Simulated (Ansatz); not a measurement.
FH3NOSi (`N[Si](O)F`) radical, relaxed with UKS PBE0-D4/def2-TZVP in Ansatz from a PBE-D4/def2-SVP geometry. The force threshold is 0.005 eV/Å; the program also tests the step.

Charge 0, multiplicity 2.

Start:

```xyz
7

N     0.197    1.166   -0.271
Si   -0.492   -0.319    0.306
O     0.773   -1.426    0.255
F    -1.681   -0.680   -0.779
H     1.013    1.544    0.219
H    -0.439    1.918   -0.553
H     0.629   -2.204    0.823
```

(1) By how much does the energy fall, and how many steps does the optimiser take? (Estimate.)

(2) Which bonds change most? (An estimate is asked.)

(3) Give the relaxed structure. (An estimate is asked.)

Results:

(1) Ansatz gave: 8.44 kJ/mol, in 8 steps, 2 of them rejected.

(2) The calculation gave: Si2–F4 from 1.649 to 1.603 Å; Si2–O3 from 1.682 to 1.641 Å; N1–Si2 from 1.736 to 1.703 Å; N1–H6 from 1.024 to 1.007 Å.

(3) Ansatz gave: 
```xyz
7

N     0.173    1.159   -0.237
Si   -0.495   -0.317    0.288
O     0.742   -1.394    0.268
F    -1.642   -0.680   -0.773
H     1.019    1.505    0.187
H    -0.430    1.906   -0.542
H     0.634   -2.179    0.808
```
